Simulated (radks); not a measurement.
Problem. The table gives one normalised radial function P(r) = r R(r) (large component) of Yb+ in [Xe] 4f14 6s1 (r in bohr). Method: Dirac Kohn-Sham, LDA (Slater exchange, Perdew-Wang correlation), spin-unpolarised, spherical densities, point nucleus; computed with a radial shooting solver on a logarithmic mesh with Libxc functionals.

r          P
0.001136  0.0000
0.001551  0.0000
0.002103  0.0000
0.00285   0.0000
0.003893  0.0000
0.005276  0.0000
0.00715   0.0000
0.009769  0.0001
0.01324   0.0002
0.01794   0.0005
0.02451   0.0015
0.03322   0.0043
0.04502   0.0116
0.06151   0.0310
0.08336   0.0749
0.113     0.1661
0.1543    0.3363
0.2092    0.5861
0.2835    0.8766
0.3873    1.1046
0.5249    1.1471
0.7114    1.0018
0.9641    0.7523
1.317     0.4893
1.785     0.2860
2.419     0.1491
3.305     0.0664
4.479     0.0248
6.07      0.0068
8.293     0.0011
11.24     0.0001

Which n and l does it have? It may be an empty orbital.

Solution. n = 4, l = 3: the number of nodes gives n - l - 1 = 0, the rise at small r points to l (for j = l - 1/2 the large component starts as r^gamma with gamma = sqrt(l^2 - (Z/c)^2) = 2.96 and the r^(l+1) term takes over further out; the orbital of l - 1 with the same j starts with the same power, but with a larger coefficient, and does not steepen), and the extent must fit the shell. The curve is that of 4f5/2; the two j differ most near the nucleus, where j = l - 1/2 has the larger amplitude, and in heavy atoms j = l - 1/2 is also the more compact. 4f5/2: eigenvalue -10.791 eV, 0 radial nodes, <r> = 0.774 bohr, 90 % of the charge inside 1.36 bohr.
